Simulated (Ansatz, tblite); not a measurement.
Isomers of HfSi5 (singlet), found by a short tight-binding search and relaxed with PBE0-D4/def2-SVP in Ansatz.

In the def2 sets Hf takes a core potential; there is no spin–orbit coupling. The xTB rows come from tblite.

Run but left out: HF/def2-TZVP, MP2/def2-TZVP, CCSD/def2-TZVP, CCSD(T)/def2-TZVP (A: restricted singlet, unstable towards broken spin symmetry).

A: The restricted singlet is unstable towards broken spin symmetry in Hartree–Fock (as tested in another run); at PBE-D4/def2-TZVP, revPBE-D4/def2-TZVP, BLYP-D4/def2-TZVP, r2SCAN-D4/def2-TZVP and others this wasn't settled. C: The restricted singlet is unstable towards broken spin symmetry in Hartree–Fock (as tested in another run); at PBE-D4/def2-TZVP, revPBE-D4/def2-TZVP, BLYP-D4/def2-TZVP, r2SCAN-D4/def2-TZVP and others this wasn't settled.

Other spin states were run for one of them alone.

A:

Cartesian coordinates in Å:
```
Hf 1.5336 0.0872 -0.1367
Si 0.6364 2.4092 -0.6426
Si -0.5144 -1.4412 0.4806
Si 0.9903 -1.1282 2.0800
Si -1.5987 -0.9494 -1.4222
Si -1.0472 1.0224 -0.3592
```

B:

```xyz
6

Hf    0.6948   -0.0378   -1.8551
Si   -0.9703    0.8636   -0.0159
Si   -1.4202   -1.2518   -1.1074
Si    1.4486    1.0440    0.2779
Si   -0.1167    0.5126    2.1750
Si    0.3637   -1.1306    0.5256
```

C:

```xyz
6

Hf    0.271    0.011    1.287
Si   -1.572   -0.470   -0.645
Si    2.641   -0.067    0.288
Si   -0.764    1.627   -0.928
Si   -1.744   -1.587    1.226
Si    1.168    0.486   -1.229
```

Question: Estimate which lies lowest at each level, and how far above it the others are (kJ/mol).

Answer: 
```csv
level,A,B,C
GFN2-xTB,5.8,140.4,0.0
PBE-D4/def2-TZVP,183.8,0.0,172.7
revPBE-D4/def2-TZVP,183.2,0.0,171.3
BLYP-D4/def2-TZVP,141.9,0.0,131.9
r2SCAN-D4/def2-TZVP,185.9,0.0,172.3
PBE0-D4/def2-TZVP,199.1,0.0,189.7
```
Point groups (tolerance 0.1 Å): A not assigned, B Cs, C Cs. Lower isomers may exist.
